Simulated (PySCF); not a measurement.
**Electron correlation in Ar⁺ (argon, charge +1)**

[Ne] 3s2 3p5, 2P determinant. Calculation: PySCF 2.14, in def2-SVP (4s3p1d, 18 functions); no relativity, point nucleus. Frozen: [Ne]; 7 electrons correlated.

MP2 pair energies summed by pair of shells (mhartree):

| pair | energy | share (%) |
| --- | --- | --- |
| 3p-3p | -78.48 | 68.8 |
| 3s-3p | -28.91 | 25.3 |
| 3s-3s | -6.69 | 5.9 |

Total MP2 correlation energy: -114.09 mhartree.

Same-spin part -28.74 and opposite-spin part -85.35 mhartree; SCS-MP2 scales them by 1/3 and 6/5 to -112.00 mhartree.

| level | correlation energy (mhartree) |
| --- | --- |
| CCSD | -130.61 |
| (T) | -0.89 |
| CCSD(T) | -131.50 |

Diagnostics: T1 = 0.0043, D1 = 0.0159, largest double amplitude 0.050.

Is a single reference adequate?

Yes: T1 lies below 0.03 and no double amplitude reaches 0.07.
